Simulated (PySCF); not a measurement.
CH2ClFO2Si, SMILES O=CO[Si@@H](F)Cl.

Geometry optimised at B3LYP-D3(BJ)/def2-SVP. The structure was generated by enumeration; whether it is a known compound was not checked. One conformer was computed; it need not be the lowest.

Two levels are set side by side: TDDFT-PBE/def2-SVPD (PySCF) and TDDFT-ωB97X/def2-SVPD (PySCF). Vertical, same geometry. The lowest singlet is HOMO→LUMO 100 % with PBE and HOMO→LUMO 85 % with the other functional; states are paired by order. Differences are taken from unrounded values.

```csv
quantity,TDDFT-ωB97X,TDDFT-PBE,TDDFT-PBE minus TDDFT-ωB97X
lowest singlet excitation (eV),5.70,5.33,-0.37
lowest triplet excitation (TDA) (eV),5.19,4.79,-0.39
first bright state (f over 0.05) (eV),8.39,7.89,-0.50
its oscillator strength,0.08,0.11,0.03
```

Functionals without exact exchange tend to place singlet excitations lower, as here. Differences between two approximate levels are no errors against the true value.

Rough cost on one machine, each run with all the roots and properties that it gave: TDDFT-ωB97X against TDDFT-PBE about 10 times.
